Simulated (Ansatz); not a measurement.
`CO[B-](OC)(OC)Oc1ccc(F)cc1`. Total charge -1; singlet. Geometry PBE-D4/def2-SVP.

```xyz
28

C     2.1059    2.4891    0.3764
O     0.7580    2.4486    0.0422
B     0.2281    1.1547   -0.3934
O     0.9048    0.6111   -1.5736
C     0.7905    1.3738   -2.7314
O    -1.1993    1.2835   -0.6717
C    -2.0039    1.7815    0.3471
O     0.4861    0.1798    0.7494
C     0.0540   -1.0736    0.7671
C     0.2645   -1.8395    1.9480
C    -0.1647   -3.1701    2.0504
C    -0.8217   -3.7615    0.9663
F    -1.2442   -5.0584    1.0584
C    -1.0472   -3.0397   -0.2119
C    -0.6160   -1.7110   -0.3174
H     2.4039    3.5364    0.6275
H     2.3564    1.8483    1.2613
H     2.7738    2.1427   -0.4556
H     1.2181    2.4054   -2.6197
H     1.3394    0.8761   -3.5674
H    -0.2716    1.5124   -3.0584
H    -2.0814    1.0869    1.2254
H    -3.0421    1.9381   -0.0343
H    -1.6371    2.7592    0.7482
H     0.7818   -1.3483    2.7864
H     0.0028   -3.7584    2.9662
H    -1.5635   -3.5346   -1.0498
H    -0.7752   -1.1325   -1.2358
```

B3LYP takes the VWN-RPA correlation.

(1) Estimate the orbital energies around the gap (eV) in Ansatz with HF/6-31G, PBE-D4/def2-SVP, PBE-D4/def2-SVPD, r2SCAN-D4/def2-SVP, B3LYP-D4/6-31G.

Results:

(1) 
| orbital | HF/6-31G | PBE-D4/def2-SVP | PBE-D4/def2-SVPD | r2SCAN-D4/def2-SVP | B3LYP-D4/6-31G |
| --- | --- | --- | --- | --- | --- |
| HOMO−5 | -7.82 | -2.43 | -2.83 | -2.80 | -3.45 |
| HOMO−4 | -7.10 | -2.34 | -2.74 | -2.71 | -3.36 |
| HOMO−3 | -6.92 | -1.57 | -1.98 | -1.94 | -2.66 |
| HOMO−2 | -6.81 | -1.27 | -1.69 | -1.64 | -2.39 |
| HOMO−1 | -5.98 | -1.21 | -1.63 | -1.58 | -2.33 |
| HOMO | -4.38 | -1.00 | -1.34 | -1.27 | -1.72 |
| LUMO | 7.07 | 2.52 | 2.18 | 2.57 | 3.50 |
| LUMO+1 | 7.93 | 3.30 | 2.86 | 3.41 | 4.19 |
| LUMO+2 | 9.67 | 4.37 | 3.10 | 4.91 | 5.77 |
| LUMO+3 | 10.37 | 4.86 | 3.38 | 5.54 | 6.54 |
| LUMO+4 | 10.81 | 5.18 | 3.56 | 5.91 | 6.94 |
| LUMO+5 | 10.91 | 5.28 | 3.63 | 6.00 | 7.00 |
